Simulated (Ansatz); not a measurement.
Program: Ansatz. Geometries: PBE0-D4/def2-TZVP. ΔE: electronic, gas phase. CCSD(T)/CBS is the MP2 limit (def2-TZVPP, def2-QZVPP) plus CCSD(T) − MP2 in def2-TZVPP, frozen cores. Functionals use def2-TZVPP. B3LYP here is the variant with VWN-RPA as its local correlation; programs differ in this. For Ga outer-core shells are correlated without core-valence functions, which leaves a few kJ/mol of doubt a bond. Scalar relativity is left out up to krypton. Each species was taken in one conformer, which may not be the lowest.

Reaction (redistribution): `O[SiH]([SiH3])N[SiH3]` + `C#[C][GaH2]` → `O[SiH]([SiH3])[GaH2]` + `C#CN[SiH3]`

```csv
level,ΔE (kJ/mol),difference from CCSD(T)/CBS
PBE-D4,121.4,-41.1
r2SCAN-D4,142.9,-19.6
PBE0-D4,130.5,-32.0
B3LYP-D4,140.6,-21.9
ωB97X-V,149.0,-13.5
ωB97M-V,155.3,-7.2
B2PLYP,151.6,-10.9
PBE,117.8,-44.7
r2SCAN,141.8,-20.7
PBE0,127.3,-35.2
B3LYP,134.9,-27.6
HF/def2-TZVPP,161.9,-0.6
MP2/def2-TZVPP,171.6,9.1
SCS-MP2/def2-TZVPP,171.4,8.9
CCSD/def2-TZVPP,163.2,0.7
CCSD(T)/def2-TZVPP,164.3,1.8
HF/def2-QZVPP,163.2,0.7
MP2/def2-QZVPP,171.0,8.5
SCS-MP2/def2-QZVPP,171.3,8.8
HF/CBS(def2),163.3,0.8
MP2/CBS(def2),169.8,7.3
CCSD/CBS(def2),161.4,-1.1
CCSD(T)/CBS,162.5,0
```

Largest T1 diagnostic among the species: 0.014.

The D4 term adds +5.7 kJ/mol with B3LYP and +3.2 kJ/mol with PBE0; it sums over pairs of atoms, weighted by their polarisabilities, and B3LYP, whose exchange is more repulsive, gets the larger term. From PBE to PBE0 (25 % exact exchange), in def2-TZVPP and without D4, ΔE moves by +9.5 kJ/mol.
